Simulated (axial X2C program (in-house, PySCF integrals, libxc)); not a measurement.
## SnO: from the spin-free to the two-component result

All values were computed with an in-house all-electron X2C program for linear molecules (integrals from PySCF). Spin-free means the one-electron spin-free X2C Hamiltonian; two-component (2c) means X2C with spin–orbit coupling and atomic mean-field two-electron Coulomb and Gaunt terms, so the difference of the two also holds small scalar two-electron terms. Basis: Sn dyall-cv3z [11s12p9d4f1g], O dyall-av3z [7s6p3d2f] (cores contracted in-house); Gaussian nuclei, density fitting, unrestricted open shells. Masses: Sn 119.902 u, O 15.995 u.

Spin-free state: M_S = 0, Λ = 0 (closed shell); fragments Sn + O.

```tsv
level	Re (Å)	ωe (cm⁻¹)	De (eV)	μ (D)
PBE0	1.818	869.8	5.372	-4.32
TPSSh	1.831	843.9	5.514	-4.14
LDA	1.825	839.0	7.263	-3.95
r2SCAN	1.829	847.5	5.686	-4.06
```

Dipoles are positive if O is the positive end.

Two-component determinant lowest at the distance of the search:

Ω = 0 (closed shell); fragments Sn + O.

| level | Re (Å) | ωe (cm⁻¹) | μ (D) |
| --- | --- | --- | --- |
| PBE0 | 1.819 | 868.1 | -4.31 |
| TPSSh | 1.832 | 842.5 | -4.13 |
| LDA | 1.825 | 837.7 | -3.94 |
| r2SCAN | 1.830 | 846.4 | -4.06 |

(1) From the two tables, how do the constants change at the PBE0 level (2c against spin-free)?

One determinant describes the state; a PBE0 search over occupations chose it and may have missed a lower one. Closed shells are restricted here (equal orbitals for both partners); the stretched side of such a curve lies too high. De is counted from the lowest determinant-based energies of the atoms at the same level, without counterpoise correction. De is not given where an atomic determinant may have missed its ground term or J level, or where the truncated virtual space spoils (T). Without a current term, density functionals place determinants with orbital angular momentum somewhat too high.

Answers

(1) At the PBE0 level Re increases by 0.001 Å and ωe decreases by 1.7 cm⁻¹.
